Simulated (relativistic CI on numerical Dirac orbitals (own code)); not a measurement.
# Pm35+: sensitivity of the levels to the model

Base calculation: Dirac-Coulomb-Breit CI, separate exchange-only KLI orbitals for each configuration, QED by a radiative potential, unscaled Slater integrals.

CI space (outside the closed core [Ne]): 3s2 3p6 3d8, 3s2 3p5 3d9, 3s2 3p4 3d10, 3s 3p6 3d9, 3p6 3d10, 3s 3p5 3d10, 3s2 3p6 3d7 4s, 3s2 3p6 3d7 4p, 3s2 3p6 3d7 4d, 3s2 3p4 3d9 4s, 3s2 3p4 3d9 4p, 3s2 3p5 3d8 4s, 3s2 3p6 3d7 4f, 3s2 3p4 3d9 4d, 3s2 3p5 3d8 4p, 3s 3p5 3d9 4s, 3s2 3p6 3d6 4s2, 3s 3p5 3d9 4p, 3s2 3p5 3d8 4d, 3s2 3p6 3d6 4s 4p, 3s 3p6 3d8 4s, 3s 3p5 3d9 4d, 3p6 3d9 4s, 3s2 3p6 3d7 5s, 3s2 3p6 3d6 4p2, 3s2 3p6 3d7 5p, 3s2 3p5 3d8 4f, 3s2 3p6 3d6 4s 4d, 3s 3p6 3d8 4p, 3p6 3d9 4p, 3s2 3p6 3d7 5d, 3s2 3p6 3d6 4p 4d, 3s2 3p5 3d7 4s2, 3s2 3p6 3d7 5f, 3p6 3d9 4d, 3s 3p6 3d8 4d. Levels of other configurations are missing.

The lowest level and the first level of each name with at least 55 % of one term (blank where a level has no safe partner in the second run):

| Level | Base (eV) | Shift (eV) |
| --- | --- | --- |
| 3s2 3p6 3d8 3F_4 | 0.000 | 0.000 |
| 3s2 3p6 3d8 3P_0 | 20.744 | -0.099 |
| 3s2 3p6 3d8 3F_3 | 24.252 | -0.012 |
| 3s2 3p6 3d8 3P_1 | 35.358 | -0.020 |
| 3s2 3p6 3d8 1G_4 | 36.493 | +0.033 |
| 3s2 3p6 3d8 1S_0 | 73.596 | -0.142 |
| 3s2 3p5 3d9 3F°_4 | 301.209 | -0.396 |
| 3s2 3p5 3d9 1D°_2 | 308.124 | +0.159 |
| 3s2 3p5 3d9 3D°_3 | 319.464 | +0.339 |
| 3s2 3p5 3d9 3P°_1 | 328.524 | +1.290 |
| 3s2 3p5 3d9 3D°_2 | 337.944 | +0.305 |
| 3s2 3p5 3d9 3P°_0 | 342.772 | +0.517 |
| 3s2 3p5 3d9 3F°_2 | 448.363 | -0.151 |
| 3s 3p6 3d9 3D_3 | 603.755 |  |

At this charge energies of transitions that change n are usually good to better than 1 %, and those within a shell (Δn = 0) to a few per cent. Terms inside the open d or f shell come out 10 to 20 % too wide with unscaled integrals.

Question: One thing was changed in a second run, which moved the levels as shown. Which?
A. QED terms removed
B. only the first 3 configurations
C. Breit term removed
D. valence Slater integrals scaled by 0.9

Answer: B. Only the first 3 configurations. With fewer configurations the levels that remain lose their mixing partners.

LS names give the leading component of a level, which can be under half, so a name can repeat, a term be missing and a line seem to break the LS rules.
